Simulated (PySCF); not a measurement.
C₆ coefficients of unlike pairs at B97-3

Calculated with PySCF 2.14 from the dipole response of each species, C₆(A,B) = (3/π) ∫ α_A(iu) α_B(iu) du, in atomic units, from isotropic polarisabilities. For ions this is the dispersion term alone; charge-induced terms of lower order in 1/R come first.

```csv
species,configuration,basis,relativity,α (bohr³),C₆ (like pair)
Ti⁺,[Ar] 3d2 4s1 (4F),"aug-cc-pVTZ with one added diffuse shell each of s, p, d, f, g type (9s8p6d4f3g)",none,50.78,324.6
Ru²⁺,[Kr] 4d6 (5D),def2-TZVPPD with the def2 core potential (28 electrons) (6s4p3d2f1g),core potential,6.914,35.10
Cs⁺,[Xe] (1S),def2-QZVPPD with the def2 core potential (46 electrons) (6s5p4d3f),core potential,15.81,131.7
Si,[Ne] 3s2 3p2 (3P),aug-cc-pCVTZ-DK (8s7p5d3f),spin-free X2C,40.20,332.0
```

**Question.** Estimate C₆ for Cs⁺ with Ti⁺.

**Answer.** The integral gives 174.3. The combination rule 2 C_A C_B / (C_A α_B/α_A + C_B α_A/α_B) gives 163.1 and the geometric mean 206.8.

No spin-orbit coupling is included.

The other pairs:

```
     pair     C₆
  Si, Ti⁺  321.0
Cs⁺, Ru²⁺  65.94
Ru²⁺, Ti⁺  81.74
 Si, Ru²⁺  88.86
  Si, Cs⁺  190.4
```
